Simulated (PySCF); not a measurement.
C6H12O.
SMILES with atom numbers: `[OH:1][CH:2]1[CH2:3][CH2:4][CH2:5][CH2:6][CH2:7]1` (hydrogens: H8 on O1; H9 on C2; H10, H11 on C3; H12, H13 on C4; H14, H15 on C5; H16, H17 on C6; H18, H19 on C7)

Method used: PBE0-D3(BJ)/def2-SVP geometry optimisation, gas phase in PySCF.

(1) Give the optimised bond lengths and angles.

Answers

(1) 
```json
{"bond": "O1–C2", "length (Å)": "1.406", "order": "single"}
{"bond": "C2–C3, C2–C7", "length (Å)": "1.526", "order": "single"}
{"bond": "C3–C4, C6–C7", "length (Å)": "1.525", "order": "single"}
{"bond": "C4–C5, C5–C6", "length (Å)": "1.526", "order": "single"}
{"bond": "O1–H8", "length (Å)": "0.964", "order": "single"}
{"bond": "C2–H9", "length (Å)": "1.105", "order": "single"}
{"bond": "C3–H10, C7–H18", "length (Å)": "1.107", "order": "single"}
{"bond": "C3–H11, C7–H19", "length (Å)": "1.101", "order": "single"}
{"bond": "C4–H12, C6–H16", "length (Å)": "1.105", "order": "single"}
{"bond": "C4–H13, C6–H17", "length (Å)": "1.102", "order": "single"}
{"bond": "C5–H14", "length (Å)": "1.102", "order": "single"}
{"bond": "C5–H15", "length (Å)": "1.105", "order": "single"}
```

Bonds in one row agree within 0.01 Å and their mean is given. Orders are formal, as drawn. A selection of angles:
```json
{"angle": "C2–O1–H8", "degrees": "107.4"}
{"angle": "O1–C2–C3", "degrees": "112.1"}
{"angle": "O1–C2–H9", "degrees": "105.1"}
{"angle": "C3–C2–C7", "degrees": "110.8"}
{"angle": "C3–C2–H9", "degrees": "108.2"}
{"angle": "C2–C3–C4", "degrees": "112.1"}
{"angle": "C2–C3–H10", "degrees": "108.1"}
{"angle": "C2–C3–H11", "degrees": "109.1"}
{"angle": "C4–C3–H10", "degrees": "109.4"}
{"angle": "C4–C3–H11", "degrees": "111.5"}
{"angle": "H10–C3–H11", "degrees": "106.6"}
{"angle": "C3–C4–C5", "degrees": "111.4"}
{"angle": "C3–C4–H12", "degrees": "109.1"}
{"angle": "C3–C4–H13", "degrees": "110.3"}
{"angle": "C5–C4–H12", "degrees": "109.2"}
{"angle": "C5–C4–H13", "degrees": "110.6"}
{"angle": "H12–C4–H13", "degrees": "106.1"}
{"angle": "C4–C5–C6", "degrees": "111.3"}
{"angle": "C4–C5–H14", "degrees": "110.4"}
{"angle": "C4–C5–H15", "degrees": "109.1"}
{"angle": "H14–C5–H15", "degrees": "106.3"}
```

Dihedral angles: O1–C2–C3–C4 180° (antiperiplanar); C2–C3–C4–C5 -55° (synclinal); C3–C4–C5–C6 55° (synclinal); C4–C5–C6–C7 -55° (synclinal); C5–C6–C7–C2 55° (synclinal); O1–C2–C7–C6 180° (antiperiplanar); H8–O1–C2–C3 -63° (synclinal).

All 6 C–C bonds measure 1.525 to 1.526 Å. The 6-membered ring C2–C3–C4–C5–C6–C7 has internal angles of 110.8° to 112.1°; it is puckered, 0.23 Å rms from its mean plane, widest ring torsion 55°. Of the pairs four or more bonds apart, H8···H10 is among the closest relative to their van der Waals radii: 2.43 Å, 101 % of the sum of Bondi's values.

Point group: Cs (every atom within 0.08 Å of its image). No frequency check. One conformer, not necessarily the lowest (H–O1–C2–C3 -63°, O1–C2–C3–C4 180°, C2–C3–C4–C5 -55°, C3–C4–C5–C6 55°, C4–C5–C6–C7 -55°).
